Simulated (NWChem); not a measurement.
BPH$_{4}$; SMILES BP

Program: NWChem. Pople sets run with spherical d functions. All runs use the structure optimised with PBE0/def2-SVP. B3LYP is NWChem's, with the RPA form of VWN correlation. Vertical excitations in the gas phase; the lowest state need not have the same character in each row.

| level | lowest excitation, singlet (eV) | oscillator strength of that lowest state | orbital gap (eV) |
|---|---|---|---|
| PBE/6-31G*, TDA | 5.14 | 0.146 | 3.89 |
| B3LYP/6-31G*, TDA | 5.23 | 0.148 | 5.49 |
| LDA (Slater exchange, VWN5)/6-31G*, TDA | 5.12 | 0.137 | 3.79 |
| CAM-B3LYP/6-31G*, TDA | [?] | 0.138 | [?] |

Task: Fill in the missing entries.

Result: 
- CAM-B3LYP/6-31G*, TDA, lowest excitation, singlet (eV): 5.30
- CAM-B3LYP/6-31G*, TDA, orbital gap (eV): 8.32
